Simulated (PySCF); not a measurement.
CoN⁻: frontier orbitals

MN15 at R = 1.598 Å; PySCF, no relativity, basis sets Co def2-TZVPPD, N def2-TZVPPD. State: ⁴Δ (quartet), unpaired electrons π ↑↑, δ ↑. Only the outer orbitals are listed, counted within each symmetry.

```tsv
spin	orbital	occ.	ε (eV)	on Co (%)	main shells (%)
α	3π	1	-5.32	74	73 Co d, 26 N p
α	3π	1	-5.32	74	73 Co d, 26 N p
α	8σ	1	-4.94	55	55 Co d, 35 N p, 10 N s
α	1δ	1	-4.74	100	100 Co d
α	1δ	1	-4.19	100	100 Co d
α	4π	1	-1.39	39	62 N p, 25 Co d, 13 Co p
α	4π	1	-1.39	39	62 N p, 25 Co d, 13 Co p
α	9σ	1	-1.18	83	69 Co s, 26 N p, 15 Co d
α	10σ	0	3.32	75	42 Co p, 17 Co s, 17 Co d
α	5π	0	4.74	90	82 Co p
α	5π	0	4.74	90	82 Co p
β	7σ	1	-13.51	15	84 N s
β	8σ	1	-3.28	46	46 Co d, 39 N p, 15 N s
β	3π	1	-2.72	67	64 Co d, 32 N p
β	3π	1	-2.72	67	64 Co d, 32 N p
β	1δ	1	-2.03	100	100 Co d
β	9σ	1	-0.27	108	100 Co s
β	4π	0	3.70	79	60 Co p, 21 N p, 19 Co d
β	4π	0	3.70	79	60 Co p, 21 N p, 19 Co d
β	10σ	0	4.02	83	57 Co p, 26 Co d, 20 N p
```

Q: Which are the highest filled and the lowest empty level, where do they sit, and how wide is the gap?

A: Highest filled β 9σ at -0.27 eV (in %: 100 Co s); lowest empty α 10σ at 3.32 eV (in %: 42 Co p, 17 Co s, 17 Co d); the gap at MN15 is 3.59 eV. An empty level above zero is unbound, and its energy depends on the basis.

```json
{
  "bond order (Mayer)": "2.03",
  "⟨S²⟩": "3.871",
  "charge on Co (Mulliken, basis-dependent)": "-0.78",
  "charge on Co (Löwdin, basis-dependent)": "-0.59",
  "dipole moment (positive dipole points towards N; it is taken about the centre of mass and depends on that origin)": "-1.61 D"
}
```

Shares are Mulliken populations and can fall outside 0 to 100 %.

With d or f electrons several states lie close, and the lowest PBE0 determinant need not be the measured ground state.
